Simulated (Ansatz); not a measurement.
Basis-set extrapolation for `CN([SiH3])CF` (PBE0-D4/def2-TZVP geometry, frozen core, Ansatz). Multiplicity 1, RHF reference.

|  | def2-TZVPP | def2-QZVPP |
| --- | --- | --- |
| HF | -523.329518 | -523.349693 |
| MP2 correlation | -0.935906 | -1.006322 |
| CCSD(T) correlation | -1.018287 | not run |

Energies in hartree. Use E(X) = E(∞) + A·exp(−7.88·√X) for Hartree–Fock and E(X) = E(∞) + B·X^(−2.97) for correlation, with X = 3 and 4, and add CCSD(T) minus MP2 of the smaller set to the MP2 limit.

Question: What is the CCSD(T) energy at the basis-set limit?

Answer: HF limit: -523.349693 + (-0.020175) × 0.13774 = -523.35247. MP2 limit: -1.006322 + (-0.070416) × 0.74074 = -1.05848. Higher-order term: -1.018287 − (-0.935906) = -0.08238. Total: -524.49333 hartree, 91.3 kcal/mol below CCSD(T)/def2-TZVPP.
